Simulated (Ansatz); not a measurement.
A structure relaxed at r2SCAN-D4/def2-SVP in Ansatz, charge 0, singlet:

Cartesian coordinates in Å:
```
B -0.7840 3.0270 1.6235
B 1.1733 0.8286 -2.0764
B -0.2442 0.3037 3.5026
B 1.7043 -1.8497 -0.2313
B -0.9063 -0.0063 0.2529
B 0.8487 -2.2032 -3.4413
P -0.8910 2.1349 3.3518
P 0.9676 -0.0373 -0.3313
P -1.5621 1.8327 0.2988
P 0.3134 -0.3313 -3.3823
P -1.0546 -0.7244 2.0630
P 0.8213 -2.8910 -1.6192
H 0.4008 3.1007 1.3499
H -1.3679 4.0916 1.6399
H 2.3604 0.8194 -2.3496
H 0.6710 1.9386 -2.0951
H 0.9479 0.3411 3.2546
H -0.5225 -0.1746 4.5836
H 2.8768 -1.7844 -0.5554
H 1.5218 -2.3548 0.8625
H -1.5792 -0.6697 -0.5151
H 2.0240 -2.1930 -3.7652
H 0.1282 -2.8516 -4.1750
H -0.2134 2.9293 4.3085
H -2.2126 2.2281 3.8664
H 1.6920 0.7493 0.6021
H -1.4210 2.3939 -0.9924
H -2.9795 1.8085 0.4050
H 0.4924 0.2162 -4.6774
H -1.1017 -0.2261 -3.2918
H -0.5401 -2.0425 2.0684
H -2.4239 -0.9917 2.3363
H 1.3689 -4.1984 -1.6366
H -0.5089 -3.2138 -1.2344
```

(1) Give its formula and point group.

(2) Summarise the bond lengths by kind (pairs closer than 1.2 times the sum of covalent radii, bridged metal pairs left out).

Answers

(1) B₆P₆H₂₂, a cluster cut from zinc blende BP (hydrogen-capped). Point group Cs (tolerance 0.1 Å).

(2) 13 × B–P 1.95 to 1.96 Å; 11 × H–P 1.41 to 1.42 Å; 11 × B–H 1.21 to 1.22 Å.
